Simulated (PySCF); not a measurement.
CH₁₀N₂Si₃.

```xyz
16

C      2.6366    -0.5370     0.9539
Si     1.2555    -0.7549    -0.3014
N     -0.2986    -1.1510     0.4297
Si    -1.5104     0.0328    -0.0118
N     -2.3174     0.6940     1.3641
Si     0.2167     1.1616    -1.1754
H      2.8322    -1.4782     1.4929
H      3.5695    -0.2360     0.4515
H      2.3750     0.2352     1.6930
H      1.6990    -1.7742    -1.3095
H     -0.4891    -1.9753     0.9940
H     -2.6339    -0.4829    -0.8585
H     -1.8188     1.2438     2.0541
H     -3.2881     0.9757     1.2937
H      0.1140     1.2950    -2.6615
H      0.6684     2.4646    -0.5903
```
Charge 0, spin multiplicity 1.

Coordinates come from a PBE0-D3(BJ)/def2-SVP optimisation. The structure was generated by enumeration; whether it is a known compound was not checked. One conformer was computed; it need not be the lowest.

Method: PBE0/pcSseg-1 run with PySCF. Non-relativistic, no solvent.

Computed absolute GIAO shielding of each atom: isotropic value and principal components (ppm):
| atom | σ(iso) | σ11 | σ22 | σ33 | span |
|---|---|---|---|---|---|
| C1 | 180.2 | 167.8 | 182.9 | 190.0 | 22.2 |
| Si2 | 368.0 | 313.2 | 371.7 | 419.1 | 105.9 |
| N3 | 192.6 | 156.3 | 193.5 | 228.0 | 71.6 |
| Si4 | 371.1 | 329.9 | 370.9 | 412.5 | 82.6 |
| N5 | 226.8 | 196.5 | 229.7 | 254.3 | 57.8 |
| Si6 | 438.0 | 407.1 | 426.9 | 480.0 | 72.9 |
| H7 | 30.5 | 26.4 | 27.9 | 37.1 | 10.7 |
| H8 | 31.2 | 27.2 | 28.1 | 38.4 | 11.2 |
| H9 | 30.9 | 26.7 | 29.7 | 36.1 | 9.4 |
| H10 | 26.1 | 22.5 | 24.7 | 31.1 | 8.5 |
| H11 | 30.0 | 22.0 | 26.7 | 41.1 | 19.1 |
| H12 | 25.9 | 22.4 | 24.2 | 31.2 | 8.8 |
| H13 | 30.6 | 23.8 | 28.2 | 39.7 | 16.0 |
| H14 | 30.3 | 23.6 | 25.7 | 41.6 | 18.0 |
| H15 | 27.5 | 24.7 | 24.9 | 32.9 | 8.2 |
| H16 | 27.8 | 25.0 | 25.8 | 32.5 | 7.5 |
